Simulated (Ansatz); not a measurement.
Geometry optimisation, RKS BLYP/def2-SVP in Ansatz.

Input file:

```yaml
crystal:
  periodic: [false, false, false]
  atoms:
    - { symbol: Zr, position_ang: [0.152999, 0.0, -0.150033] }
    - { symbol: F, position_ang: [0.065989, 0.0, 1.803988] }
    - { symbol: Cl, position_ang: [2.435331, 0.0, -0.724351] }
    - { symbol: Cl, position_ang: [-0.78068, 1.958376, -1.071216] }
    - { symbol: Cl, position_ang: [-0.78068, -1.958376, -1.071216] }
    - { symbol: Br, position_ang: [-3.271606, 0.0, 1.720712] }
    - { symbol: H, position_ang: [-1.953252, 0.0, 2.453517] }
basis:
  gaussian: { orbitals: def2-SVP }
hamiltonian:
  xc: blyp
relax:
  f_tol: 0.03
  max_steps: 50
```

Run as:

```bash
$ ansatz run input.yaml --threads 4 --pin off --max-ram 5120MiB --backend cpu --events-out ev --progress --plain --runs-dir out
```

Problem. Where does it end, and by what steps?

Solution. The run converged. The force dipped under the threshold on the way, but the program's further checks kept it going. After 12 steps the energy has fallen by 0.075 eV; Br6 moved furthest, 0.65 Å.

```tsv
step	energy less start (eV)	largest force component (eV/Å)	accepted
0	0.0000	1.094	yes
1	-0.0583	0.211	yes
2	-0.0665	0.091	yes
3	-0.0635	0.164	no
4	-0.0685	0.018	yes
5	-0.0694	0.039	yes
6	-0.0688	0.352	no
7	-0.0705	0.028	yes
8	-0.0722	0.131	yes
9	-0.0729	0.177	yes
10	-0.0746	0.042	yes
11	-0.0750	0.013	yes
12	-0.0751	0.019	yes
```

```xyz
7
Properties=species:S:1:pos:R:3
Zr 0.269 0.000 -0.298
F -0.103 0.000 1.586
Cl 2.606 0.000 -0.592
Cl -0.649 1.937 -1.274
Cl -0.649 -1.937 -1.274
Br -3.520 0.000 2.320
H -2.086 0.000 2.492
```

Whether the end is a true minimum wasn't checked by a vibrational analysis.

Time of the run: 24 s on 4 threads of Arm Neoverse V2, with other jobs on the host, peak memory 0.22 GiB.
